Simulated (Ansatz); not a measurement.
The cluster SiTe₂⁻. The state is a doublet with charge -1. Geometry r2SCAN-D4/def2-TZVPD; atoms count from 1.

```xyz
3

Si    0.669    1.673    1.189
Te   -0.645    0.483   -0.439
Te   -0.024   -2.156   -0.750
```

In the def2 sets Te takes a core potential; there is no spin–orbit coupling. Another isomer (doublet) lies 1.42 eV lower at PBE0-D4/def2-TZVPD; other spin states weren't run for this one.

(1) Estimate the Mulliken populations from the PBE0/def2-TZVPD orbitals of Ansatz.

(2) Where does the spin sit?

(3) And the Mayer bond orders between bonded heavy atoms (over 0.3)?

## Answers

(1) 
| atom | charge (e) | spin (α − β) |
| --- | --- | --- |
| Si1 | -0.36 | 1.03 |
| Te2 | 0.02 | -0.14 |
| Te3 | -0.66 | 0.11 |
Mulliken values and Mayer orders depend strongly on the basis. With diffuse functions, as here, like atoms can get unlike values, and bond orders can come out too low or too high.

(2) Summed by element: Si 1.03, Te -0.03, of 1 unpaired in all. Largest on single atoms: Si1 1.03, Te2 -0.14, Te3 0.11.

(3) Si1–Te2 1.59 (2.41 Å); Te2–Te3 1.02 (2.73 Å). Values over 0.3 also appear between atoms too far apart for a bond (Si1–Te3 0.30 at 4.35 Å); they arise where an orbital or an unpaired electron spreads over both atoms.
